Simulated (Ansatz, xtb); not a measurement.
**Relative energy of two isomers of C2H9GeNSi**

We compare I, `C=C[Si@@H](N)[GeH3]`, a singlet, with II, `C=[CH][Ge@@H]([NH2])[SiH3]`, a singlet. Both are isolated molecules in the gas phase, relaxed with PBE-D3(BJ)/def2-SVP, each in the lowest conformer that the search found.

Quicker runs give these differences E(II) − E(I): GFN2-xTB +4.8 kcal/mol; HF/STO-3G +5.9 kcal/mol (at GFN2-xTB geometries); r2SCAN-D4/def2-SVP +12.5 kcal/mol (at GFN2-xTB geometries).

Task: Estimate E(II) − E(I) at the level CCSD(T)/def2-SVP + ΔMP2/def2-TZVPP.

Result: Calculated at CCSD(T)/def2-SVP + ΔMP2/def2-TZVPP: E(II) − E(I) = +12.1 kcal/mol, so structure I lies lower.

How the difference moves with the method:

```tsv
level	geometry	E(II) − E(I) (kcal/mol)	departure from the last row (kcal/mol)	job, with rough time for the two
GFN2-xTB	GFN2-xTB	+4.8	−7.3	optimisation, 1.6 s
HF/STO-3G	GFN2-xTB	+5.9	−6.2	single point, 2 s
r2SCAN-D4/def2-SVP	GFN2-xTB	+12.5	+0.4	single point, 13 s
PBE-D3(BJ)/def2-SVP	PBE-D3(BJ)/def2-SVP	+12.9	+0.8	optimisation, 2.7 min
HF/def2-SVP	PBE-D3(BJ)/def2-SVP	+13.0	+0.8	part of the CCSD(T) run
MP2/def2-SVP	PBE-D3(BJ)/def2-SVP	+11.7	−0.4	part of the CCSD(T) run
CCSD(T)/def2-SVP	PBE-D3(BJ)/def2-SVP	+11.6	−0.6	single point
CCSD(T)/def2-SVP + ΔMP2/def2-TZVPP	PBE-D3(BJ)/def2-SVP	+12.1		single point, 3.7 min
```

As drawn, II has 1 C–Ge, 1 Ge–N, 2 Si–H in place of 1 C–Si, 1 N–Si, 2 Ge–H.

None of the levels shown reverses the order. The largest departure from CCSD(T)/def2-SVP + ΔMP2/def2-TZVPP is that of GFN2-xTB, 7.3 kcal/mol. A small imaginary or near-zero mode remains, so no thermal terms are given. The last row adds to CCSD(T) the change of the MP2 difference between the two basis sets, here +0.6 kcal/mol.

The correlated steps freeze 17 core orbitals; the filled d shell of Ge is correlated, in a basis made for valence electrons. Programs: Ansatz 0.2.0, xtb 6.7.1; the last row on 2 threads of AMD EPYC (Zen 3) on a shared host.
